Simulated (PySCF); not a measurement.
PySCF input (TPSSh/def2-TZVPD):

```python
from pyscf import gto, scf, dft

mol = gto.M(
    atom='''
    Al    0.03958841    0.04681666    1.24054005
    Al   -0.03958841   -0.04681666   -1.24054005
    H     1.32878707   -0.34647556    2.14043714
    H    -1.19064031    0.50984583    2.18852106
    H     1.19064031   -0.50984583   -2.18852106
    H    -1.32878707    0.34647556   -2.14043714
    ''',
    basis='def2-tzvpd',
    charge=-1,
    spin=1,
    verbose=4,
)

mf = dft.UKS(mol, xc='tpssh').density_fit(auxbasis='def2-universal-jkfit')
mf.grids.level = 3
mf.conv_tol = 1e-9
mf.max_cycle = 100
mf.max_memory = 1500
mf.kernel()
if not mf.converged:
    mf = mf.newton()
    mf.kernel(mf.make_rdm1())
for _ in range(2):
    mo, _, stable, _ = mf.stability(return_status=True)
    if stable:
        break
    mf.kernel(mf.make_rdm1(mo, mf.mo_occ))
mf.analyze()
```

Output:

```
PySCF version 2.14.0

[INPUT] verbose = 4
[INPUT] num. atoms = 6
[INPUT] num. electrons = 31
[INPUT] charge = -1
[INPUT] spin (= nelec alpha-beta = 2S) = 1
[INPUT] symmetry False subgroup None
[INPUT] Mole.unit = angstrom
[INPUT] Symbol           X                Y                Z      unit          X                Y                Z       unit  Magmom
[INPUT]  1 Al     0.039588410000   0.046816660000   1.240540050000 AA    0.074811252607   0.088470665467   2.344280941054 Bohr   0.0
[INPUT]  2 Al    -0.039588410000  -0.046816660000  -1.240540050000 AA   -0.074811252607  -0.088470665467  -2.344280941054 Bohr   0.0
[INPUT]  3 H      1.328787070000  -0.346475560000   2.140437140000 AA    2.511043640163  -0.654743917255   4.044839981447 Bohr   0.0
[INPUT]  4 H     -1.190640310000   0.509845830000   2.188521060000 AA   -2.249984098767   0.963468984452   4.135705421243 Bohr   0.0
[INPUT]  5 H      1.190640310000  -0.509845830000  -2.188521060000 AA    2.249984098767  -0.963468984452  -4.135705421243 Bohr   0.0
[INPUT]  6 H     -1.328787070000   0.346475560000  -2.140437140000 AA   -2.511043640163   0.654743917255  -4.044839981447 Bohr   0.0

nuclear repulsion = 61.3492434340405
number of shells = 50
number of NR pGTOs = 182
number of NR cGTOs = 122
basis = def2-tzvpd
ecp = {}

******** <class 'pyscf.df.df_jk.DFUKS'> ********
method = DFUKS
initial guess = minao
damping factor = 0
level_shift factor = 0
DIIS = <class 'pyscf.scf.diis.CDIIS'>
diis_start_cycle = 1
diis_space = 8
diis_damp = 0
SCF conv_tol = 1e-09
SCF conv_tol_grad = None
SCF max_cycles = 100
direct_scf = False
number electrons alpha = 16  beta = 15
XC library pyscf.dft.libxc version 7.1.2
    S. Lehtola, C. Steigemann, M. J. T. Oliveira, and M. A. L. Marques,  SoftwareX 7, 1–5 (2018)
XC functionals = tpssh
    V. N. Staroverov, G. E. Scuseria, J. Tao, and J. P. Perdew,  J. Chem. Phys. 119, 12129 (2003)
radial grids:
    Treutler-Ahlrichs [JCP 102, 346 (1995); DOI:10.1063/1.469408] (M4) radial grids

becke partition: Becke, JCP 88, 2547 (1988); DOI:10.1063/1.454033
pruning grids: <function nwchem_prune>
grids dens level: 3
symmetrized grids: False
atomic radii adjust function: <function treutler_atomic_radii_adjust>
small_rho_cutoff = 0
Set gradient conv threshold to 3.16228e-05
tot grids = 77592
******** <class 'pyscf.df.df.DF'> ********
auxbasis = def2-universal-jkfit
init E= -486.969949191893
  alpha nocc = 16  HOMO = -0.137698519138139  LUMO = -0.0583551975525918
  beta  nocc = 15  HOMO = -0.258600670041764  LUMO = -0.137698519138137

WARN: HOMO -0.137698519138139 >= LUMO -0.137698519138137
[...]
  beta  nocc = 15  HOMO = -0.0500778023266477  LUMO = 0.0734757733061659
  HOMO = 0.01613357818  LUMO = 0.0734757733062  gap/eV = 1.56036
Extra cycle  E= -487.314038669885  delta_E= -3.41e-13  |g|= 7.66e-07  |ddm|= 4.84e-06
converged SCF energy = -487.314038669885  <S^2> = 0.7567335  2S+1 = 2.0067222
uhf_internal: lowest eigs of H = [0.16305981 0.16807975 0.18829279]
<class 'pyscf.df.df_jk.DFUKS'> wavefunction is stable in the internal stability analysis
**** SCF Summaries ****
Total Energy =                        -487.314038669884781
Nuclear Repulsion Energy =              61.349243434040517
One-electron Energy =                 -804.696966420554531
Two-electron Energy =                  256.033684316629206
Two-electron Coulomb Energy =          295.009594007269129
DFT Exchange-Correlation Energy =      -38.975909690639895
HOMO-LUMO gap [eV] =                     1.560360606812462
**** MO energy ****
                             alpha | beta                alpha | beta
MO #1   energy= -55.6987315855036  | -55.6978992941987  occ= 1 | 1
MO #2   energy= -55.698713783321   | -55.6978814811497  occ= 1 | 1
MO #3   energy= -3.87431774928468  | -3.87334710902136  occ= 1 | 1
MO #4   energy= -3.87420252231273  | -3.87321298605428  occ= 1 | 1
MO #5   energy= -2.42203246701103  | -2.41876092701527  occ= 1 | 1
MO #6   energy= -2.42192417958364  | -2.41864760009584  occ= 1 | 1
MO #7   energy= -2.41514928338535  | -2.41460824905874  occ= 1 | 1
MO #8   energy= -2.41504605670223  | -2.41456886752381  occ= 1 | 1
MO #9   energy= -2.41484873883459  | -2.41449330033198  occ= 1 | 1
MO #10  energy= -2.41377302407853  | -2.41336105063802  occ= 1 | 1
MO #11  energy= -0.229650020688572 | -0.219394280504385 occ= 1 | 1
MO #12  energy= -0.191551423836803 | -0.186491234831125 occ= 1 | 1
MO #13  energy= -0.114334117809271 | -0.11318590142286  occ= 1 | 1
MO #14  energy= -0.103390514848439 | -0.102902984259513 occ= 1 | 1
MO #15  energy= -0.0586266564750968 | -0.0500778023266477 occ= 1 | 1
MO #16  energy= 0.0161335781799927 | 0.0734757733061659 occ= 1 | 0
MO #17  energy= 0.113511254572185  | 0.131685544531645  occ= 0 | 0
MO #18  energy= 0.127552301253437  | 0.133582800976348  occ= 0 | 0
MO #19  energy= 0.128963406739644  | 0.133745283442123  occ= 0 | 0
MO #20  energy= 0.159673424504421  | 0.164674165017556  occ= 0 | 0
MO #21  energy= 0.165741783413926  | 0.168003358496861  occ= 0 | 0
MO #22  energy= 0.173851089285834  | 0.176675952170698  occ= 0 | 0
MO #23  energy= 0.175171917717223  | 0.179919898385568  occ= 0 | 0
MO #24  energy= 0.175805839998493  | 0.18584129224213   occ= 0 | 0
MO #25  energy= 0.177799293509986  | 0.191291411661675  occ= 0 | 0
MO #26  energy= 0.198166514193908  | 0.199541647032985  occ= 0 | 0
MO #27  energy= 0.208573969559972  | 0.211167470518025  occ= 0 | 0
MO #28  energy= 0.210890874735317  | 0.215852090389027  occ= 0 | 0
MO #29  energy= 0.212311718668662  | 0.222372643363946  occ= 0 | 0
MO #30  energy= 0.218268427937347  | 0.22782180731428   occ= 0 | 0
MO #31  energy= 0.248735269417242  | 0.257858309587856  occ= 0 | 0
MO #32  energy= 0.277877465707084  | 0.281078061465417  occ= 0 | 0
MO #33  energy= 0.283980300106885  | 0.291755315275628  occ= 0 | 0
MO #34  energy= 0.292682438822274  | 0.299888048857641  occ= 0 | 0
MO #35  energy= 0.307406325088262  | 0.310812354905812  occ= 0 | 0
MO #36  energy= 0.31926787035568   | 0.325872213203795  occ= 0 | 0
MO #37  energy= 0.324690296725092  | 0.331847077936639  occ= 0 | 0
MO #38  energy= 0.328716087947329  | 0.337034208251143  occ= 0 | 0
MO #39  energy= 0.342978449638437  | 0.351711078139522  occ= 0 | 0
MO #40  energy= 0.343578927594636  | 0.355657464128467  occ= 0 | 0
MO #41  energy= 0.345036016078068  | 0.356959513746627  occ= 0 | 0
MO #42  energy= 0.359959216248857  | 0.361869185541401  occ= 0 | 0
MO #43  energy= 0.377829378920811  | 0.38620581709112   occ= 0 | 0
MO #44  energy= 0.395840481906434  | 0.401816631289249  occ= 0 | 0
MO #45  energy= 0.398215855672899  | 0.40584822141674   occ= 0 | 0
MO #46  energy= 0.410902133519483  | 0.412822190238548  occ= 0 | 0
MO #47  energy= 0.41241927832862   | 0.421658329399876  occ= 0 | 0
MO #48  energy= 0.430694644138788  | 0.432206002074212  occ= 0 | 0
MO #49  energy= 0.446750688588042  | 0.452108670672274  occ= 0 | 0
MO #50  energy= 0.45067061510293   | 0.462157093919263  occ= 0 | 0
MO #51  energy= 0.460573186372091  | 0.462440871416266  occ= 0 | 0
MO #52  energy= 0.473265138640614  | 0.474606970521178  occ= 0 | 0
MO #53  energy= 0.478729662558297  | 0.484589780284427  occ= 0 | 0
MO #54  energy= 0.495037659404217  | 0.499787498208951  occ= 0 | 0
MO #55  energy= 0.52175649498836   | 0.540995220412498  occ= 0 | 0
MO #56  energy= 0.538694133521236  | 0.547590819938123  occ= 0 | 0
MO #57  energy= 0.550702200952037  | 0.55542082299681   occ= 0 | 0
MO #58  energy= 0.5962197281572    | 0.601757824128315  occ= 0 | 0
MO #59  energy= 0.609039588020293  | 0.613902359950638  occ= 0 | 0
MO #60  energy= 0.619271016943771  | 0.622410094514561  occ= 0 | 0
MO #61  energy= 0.622243130600097  | 0.628128849425544  occ= 0 | 0
MO #62  energy= 0.626290546835382  | 0.632247565911998  occ= 0 | 0
MO #63  energy= 0.703365912787422  | 0.706850528473269  occ= 0 | 0
MO #64  energy= 0.713175797838852  | 0.714734928747213  occ= 0 | 0
MO #65  energy= 0.730503751238016  | 0.736031527997973  occ= 0 | 0
MO #66  energy= 0.774918990340419  | 0.780248388963496  occ= 0 | 0
MO #67  energy= 0.826144347869576  | 0.838212869513491  occ= 0 | 0
MO #68  energy= 0.879363112136657  | 0.895613429434826  occ= 0 | 0
MO #69  energy= 0.892065119476037  | 0.898652414974087  occ= 0 | 0
MO #70  energy= 0.913234181482206  | 0.925210393869595  occ= 0 | 0
MO #71  energy= 0.91814217401302   | 0.93855626051772   occ= 0 | 0
MO #72  energy= 0.937129181550238  | 0.946511767813998  occ= 0 | 0
MO #73  energy= 0.95396832191758   | 0.973918498495538  occ= 0 | 0
MO #74  energy= 0.974832523634088  | 0.989039960726574  occ= 0 | 0
MO #75  energy= 0.989982217685596  | 1.00285170832894   occ= 0 | 0
MO #76  energy= 0.994888415264075  | 1.00718036336813   occ= 0 | 0
MO #77  energy= 1.02472096409735   | 1.0321214739544    occ= 0 | 0
MO #78  energy= 1.03303385268954   | 1.03953007067952   occ= 0 | 0
MO #79  energy= 1.04974681433611   | 1.06093817973958   occ= 0 | 0
MO #80  energy= 1.07587279183623   | 1.08763436972682   occ= 0 | 0
MO #81  energy= 1.11199462181397   | 1.12323547406013   occ= 0 | 0
MO #82  energy= 1.12427202015103   | 1.13446546873761   occ= 0 | 0
MO #83  energy= 1.12750668854308   | 1.13520418269564   occ= 0 | 0
MO #84  energy= 1.14174300439601   | 1.14561631990792   occ= 0 | 0
MO #85  energy= 1.1423306861744    | 1.1519137180299    occ= 0 | 0
MO #86  energy= 1.14404102225395   | 1.15335335813634   occ= 0 | 0
MO #87  energy= 1.14497303631327   | 1.1544296749036    occ= 0 | 0
MO #88  energy= 1.29839769287413   | 1.30436252211435   occ= 0 | 0
MO #89  energy= 1.30860516516841   | 1.32921625854203   occ= 0 | 0
MO #90  energy= 1.32224360025306   | 1.34211452679944   occ= 0 | 0
MO #91  energy= 1.38856589104389   | 1.39394539570461   occ= 0 | 0
MO #92  energy= 1.44628871499454   | 1.46097179854831   occ= 0 | 0
MO #93  energy= 1.91861193054494   | 1.92455602424521   occ= 0 | 0
MO #94  energy= 1.95706735964959   | 1.95825577638402   occ= 0 | 0
MO #95  energy= 1.99833352701914   | 1.99883174936659   occ= 0 | 0
MO #96  energy= 2.00412360125188   | 2.00699169146081   occ= 0 | 0
MO #97  energy= 2.04182104228161   | 2.04380706695755   occ= 0 | 0
MO #98  energy= 2.09950484898913   | 2.10698747757047   occ= 0 | 0
MO #99  energy= 2.12749366537862   | 2.13177437292798   occ= 0 | 0
MO #100 energy= 2.13600084796074   | 2.13689318366696   occ= 0 | 0
MO #101 energy= 2.24862052232204   | 2.25745384303125   occ= 0 | 0
MO #102 energy= 2.2847055535634    | 2.29525520309205   occ= 0 | 0
MO #103 energy= 2.29219574699178   | 2.29667172754851   occ= 0 | 0
MO #104 energy= 2.32428776762057   | 2.32722487870362   occ= 0 | 0
[...]
```

It need not be the lowest isomer of its formula.
